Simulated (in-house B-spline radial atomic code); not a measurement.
## Mn II (Mn+): [Ne] 3s2 3p5 3d5 4s2 (an excited or competing configuration)

Computed with a radial B-spline atomic code at the basis-set limit: non-relativistic B97-1, spin-polarised, spherical fractional occupations, exact exchange averaged over the configuration, point nucleus.

Screening seen three ways: the hydrogenic charge with the same mean radius, Z_r = [3n² - l(l+1)]/(2<r>), the one with the same energy, Z_e = n√(-2ε), and Slater's rules. Values are occupation-weighted means over spin.

| shell | electrons | ε (eV) | <r> (bohr) | Z_r | Z_e | Slater |
| --- | --- | --- | --- | --- | --- | --- |
| 1s | 2 | -6428.4 | 0.06155 | 24.37 | 21.74 | 24.70 |
| 2s | 2 | -761.99 | 0.2819 | 21.28 | 14.97 | 20.85 |
| 2p | 6 | -654.96 | 0.248 | 20.16 | 13.88 | 20.85 |
| 3s | 2 | -102.63 | 0.8535 | 15.82 | 8.24 | 14.10 |
| 3p | 5 | -72.47 | 0.8956 | 13.96 | 6.92 | 14.10 |
| 3d | 5 | -25.686 | 1.041 | 10.09 | 4.12 | 6.60 |
| 4s | 2 | -14.009 | 2.697 | 8.90 | 4.06 | 4.45 |

The least bound orbital is 4s down at -13.57 eV, and it is also the most diffuse (<r> = 2.756 bohr). The part-filled 3p shell lies below the filled 4s shell in orbital energy.
